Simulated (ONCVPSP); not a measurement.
**calcium (Ca): one change to an ONCV potential, before and after**

```
Element                 : calcium (Ca)
Generator               : ONCVPSP 4.0.1
Type                    : optimised norm-conserving Vanderbilt (ONCV)
Functional              : PBE
Relativity              : scalar-relativistic
Frozen core             : [Ne]
Valence charge          : 10
Reference configuration : 3s2 3p6 (charge +2)
Partial waves           : 3s: rc 1.85 bohr, ncon 4, nbas 8, qcut 6.3 1/bohr, 2 projectors, debl 3 Ha; 3p: rc 1.85 bohr, ncon 3, nbas 6, qcut 7.6 1/bohr, 2 projectors, debl 0.5 Ha; d scattering state at 0.21 Ha: rc 1.70 bohr, ncon 4, nbas 9, qcut 6.3 1/bohr, local
Local potential         : the d channel
Core correction         : none
```

In the p channel the program set the typed energies aside and used -1.582, 0.250 Ha. In the d channel the program set the typed energies aside and used -0.586 Ha.

Change: p: debl 4.7. In the d channel the program set the typed energies aside and used -0.586 Ha.

Cutoffs: the cutoffs (Ha) at which the residual kinetic energy of the hardest occupied pseudo-wave falls to 1 and 0.1 mHa per electron; they do not see the model core or the augmentation charge, which bear on the density cutoff. Errors are all-electron minus pseudo energies relative to the spin-unpolarised reference configuration.

How do hardness, ghosts and transferability respond?

The potential gets neither clearly harder nor softer (15 Ha and 18 Ha → 15 Ha and 18 Ha); of the 4 tests that both files solve, the error grows in 0 and shrinks in 1 by more than 15 % and 0.3 meV (median size 26.5 → 27.0 meV); the range in which the p phases agree narrows (upper end 3.0 → 0.1); neither file shows a bound ghost.

| quantity | base | changed |
| --- | --- | --- |
| cutoff, loose | 15 Ha | 15 Ha |
| cutoff, tight | 18 Ha | 18 Ha |
| bound ghosts | none | none |
| GHOST(+) flags under 300 eV | none | none |
| error for 3s2 3p6 4s2, meV [ΔE -18.13 eV] | -35 | -36 |
| error for 3s2 3p6 4s1, meV [ΔE -11.82 eV] | -23 | -23 |
| error for 3s2 3p6 4s1.5, meV [ΔE -15.63 eV] | -30 | -31 |
| error for 3s2 3p6 3d1, meV [ΔE -10.44 eV] | +7.9 | +2.2 |
| s: phases at 1.88 bohr within 0.05 rad from the reference energy up to (Ha; the scan ends near 5) | to the end of the scan | to the end of the scan |
| p: phases at 1.88 bohr within 0.05 rad from the reference energy up to (Ha; the scan ends near 5) | 3.0 | 0.1 |
| d: phases at 1.73 bohr within 0.05 rad from the reference energy up to (Ha; the scan ends near 5) | 0.5 | 0.5 |
